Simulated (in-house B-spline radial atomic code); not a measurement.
Results of a calculation; reference values are marked as such.
# Extrapolating the RPA correlation energy in partial waves: Cr VII (Cr6+)

All-electron RPA on Hartree-Fock orbitals from an all-electron radial atomic-structure program (B-spline basis), scalar-relativistic (spin-free one-electron X2C), finite nucleus, configuration [Ne] 3s2 3p6. With empty states up to angular momentum L the sums are:

```tsv
L	E_c(L) (hartree)
3	-0.965160
4	-1.045252
5	-1.077159
6	-1.092289
7	-1.100353
8	-1.105023
9	-1.107899
```

For large l each further wave adds A/(l + 1/2)⁴, because the basis must build the cusp where two electrons meet.

(1) Estimate the limit from L = 8 and L = 9.

(2) How good is the estimate?

## Answers

(1) Wave 9 adds -0.002876, against a sum of (l + 1/2)⁻⁴ of 1.22774e-04, so A = -23.425. The sum over l > 9 is ζ(4, 10.5) = 3.3168e-04, close to 1/(3 × 10³) = 3.3333e-04. The tail is -0.007770 and the limit -1.11567 hartree.

(2) A run to L = 11 sums to -1.11100 and extrapolates to -1.11518 hartree, 0.21 millihartree from the run before. The estimate differs from that by -0.49 millihartree, while the bare sum at L = 9 misses 7.3 millihartree (0.7 %).
